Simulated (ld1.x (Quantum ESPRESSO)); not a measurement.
# V, TM: configuration errors across variants

| Quantity | Value |
| --- | --- |
| Element | vanadium |
| Generator | ld1.x (Quantum ESPRESSO) 7.5 |
| Type | norm-conserving Troullier–Martins (Kleinman–Bylander form) |
| Functional | LDA (PZ) |
| Relativity | scalar-relativistic |
| Frozen core | [Ne] 3s2 |
| Valence charge | 11 |
| Reference configuration | 3p6 3d3 4s2 4p0 |
| Partial waves | 3p (bound): rc 1.25 bohr; 3d (bound): rc 1.40 bohr; 4s (bound): rc 2.55 bohr |
| Local potential | the s channel |
| Core correction | a·sin(br)/r model core inside 1.30 bohr |

All-electron excitation energies from the reference (eV): (1) 3p6 3d3 4s1 4p0 7.941; (2) 3p6 3d3 4s0 4p0 22.486; (3) 3p6 3d2 4s0 4p0 51.645; (4) 3p6 3d3.5 4s1.5 4p0 0.028; (5) 3p6 3d2 4s2 4p0 11.218; (6) 3p6 3d2 4s2 4p1 5.910; (7) 3p6 3d3 4s2 4p0 spin -1.628; (8) 3p6 3d3 4s1 4p0 spin 5.572.

Spin tests fill each open shell by Hund’s rule, majority spin first.

2 further variants failed, have other tests or too few solved ones, and are left out.

Errors AE − PS in meV (a dash: test not solved or not reliable):

| change | (1) | (2) | (3) | (4) | (5) | (6) | (7) | (8) | bound ghosts |
| --- | --- | --- | --- | --- | --- | --- | --- | --- | --- |
| base | -5.2 | -37 | -154 | -44 | -183 | -1062 | +218 | +215 | none |
| wave 3d (bound): rc 1.40 bohr becomes 3d (bound): rc 1.10 bohr | – | – | – | -47 | -204 | -1082 | +227 | +224 | none |
| wave 3d (bound): rc 1.40 bohr becomes 3d (bound): rc 1.32 bohr | -5.4 | -38 | – | -45 | -189 | -1068 | +220 | +218 | none |
| wave 3d (bound): rc 1.40 bohr becomes 3d (bound): rc 1.52 bohr | -5.0 | -36 | -146 | -42 | -171 | -1050 | – | +211 | none |
| wave 3d (bound): rc 1.40 bohr becomes 3d (bound): rc 1.74 bohr | -4.4 | -33 | -120 | -37 | -133 | -1012 | +203 | +204 | none |

(1) Give the same row for: wave 3d (bound): rc 1.40 bohr becomes 3d (bound): rc 1.94 bohr.

Answers

(1) -3.8, -29, -92, -32, -95, -973, +199, +203; bound ghosts: none.
